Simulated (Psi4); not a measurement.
Dimer: NH3 (SMILES N) (first 4 atoms) with C3H8 (SMILES CCC); geometry from B3LYP-D3(BJ)/def2-TZVP, rigid monomers moved along the line of their centres of mass till H2···H11 is 4.17 Å.
(charge 0, multiplicity 1):
```json
[
 {"atom": "N", "x (Å)": "0.2960", "y (Å)": "0.1290", "z (Å)": "0.4838"},
 {"atom": "H", "x (Å)": "0.1338", "y (Å)": "0.8239", "z (Å)": "1.2036"},
 {"atom": "H", "x (Å)": "0.9649", "y (Å)": "0.5202", "z (Å)": "-0.1696"},
 {"atom": "H", "x (Å)": "-0.5775", "y (Å)": "0.0029", "z (Å)": "-0.0148"},
 {"atom": "C", "x (Å)": "1.1049", "y (Å)": "-0.0751", "z (Å)": "5.9638"},
 {"atom": "C", "x (Å)": "-0.3780", "y (Å)": "0.2869", "z (Å)": "5.9952"},
 {"atom": "C", "x (Å)": "-1.2781", "y (Å)": "-0.8937", "z (Å)": "5.6395"},
 {"atom": "H", "x (Å)": "1.7336", "y (Å)": "0.7830", "z (Å)": "6.2106"},
 {"atom": "H", "x (Å)": "1.3259", "y (Å)": "-0.8668", "z (Å)": "6.6840"},
 {"atom": "H", "x (Å)": "1.3937", "y (Å)": "-0.4374", "z (Å)": "4.9750"},
 {"atom": "H", "x (Å)": "-0.5681", "y (Å)": "1.1134", "z (Å)": "5.3015"},
 {"atom": "H", "x (Å)": "-0.6433", "y (Å)": "0.6668", "z (Å)": "6.9865"},
 {"atom": "H", "x (Å)": "-2.3336", "y (Å)": "-0.6139", "z (Å)": "5.6557"},
 {"atom": "H", "x (Å)": "-1.0399", "y (Å)": "-1.2747", "z (Å)": "4.6443"},
 {"atom": "H", "x (Å)": "-1.1409", "y (Å)": "-1.7135", "z (Å)": "6.3492"}
]
```

Computed with SAPT0/jun-cc-pV(D+d)Z (Psi4).

Task: Which attractive term is largest, and how does the interaction split up?

Result: electrostatics -0.05, exchange 0.00, induction -0.01, dispersion -0.11, total -0.16 kcal/mol; the largest attraction is dispersion.
